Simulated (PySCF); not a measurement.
CH₆AlO₄Si, doublet, geometry from GFN2-xTB (such geometries of metal compounds can be far from the true shape) (the spin is typed, not shown lowest). Base run: DF-B3LYP/def2-SVP (PySCF).

Here is a job for PySCF.
```python
from pyscf import gto, scf, dft

mol = gto.Mole()
mol.atom = '''
    Al   -0.855922    1.614035    1.172263
    C    -2.884066    1.744809    1.238651
    H    -3.344572    0.872866    1.710662
    H    -3.329378    1.847849    0.245586
    H    -3.171159    2.622975    1.821002
    O     0.009935    0.450993    0.327011
    Si    0.767371   -0.730011   -0.524376
    O     0.592605   -2.150064    0.233932
    O     2.344548   -0.388112   -0.655968
    O     0.128881   -0.842499   -2.008105
    H    -0.264083   -2.565484    0.221800
    H     2.884467   -0.427051    0.127570
    H     0.305172   -0.144860   -2.631644
'''
mol.basis = 'def2-svp'
mol.charge = 0
mol.spin = 1
mol.verbose = 4
mol.build()

mf = dft.UKS(mol)
mf.xc = 'b3lyp'
mf = mf.density_fit(auxbasis='def2-universal-jkfit')
mf.kernel()
```

Variants of this job, named by their change:

```tsv
change	ΔE vs base (mEh)	SCF cycles	<S^2>	outcome
base	0.000	12	0.752	converged
init_guess = sap	0.000	14	0.752	converged
conv_tol = 1e-4	0.003	7	0.752	converged
diis_space = 12	0.000	12	0.752	converged
conv_tol = 1e-12	0.000	17	0.752	converged
level_shift = 0.3 (with mf.max_cycle = 100)	0.000	20	0.752	converged
init_guess = mod_huckel	0.000	13	0.752	converged
DIIS = EDIIS	-	50	-	not converged
conv_tol_grad = 1e-7	0.000	18	0.752	converged
level_shift = 0.5 (with mf.max_cycle = 100)	0.000	27	0.752	converged
diis = off (with mf.max_cycle = 100)	-	100	-	not converged
conv_tol_grad = 1e-3	0.000	12	0.752	converged
conv_tol = 1e-7	0.000	10	0.752	converged
```

Open shells are given as the SCF converged; they aren't shown to be the lowest states, and a large step between rows can be another state.
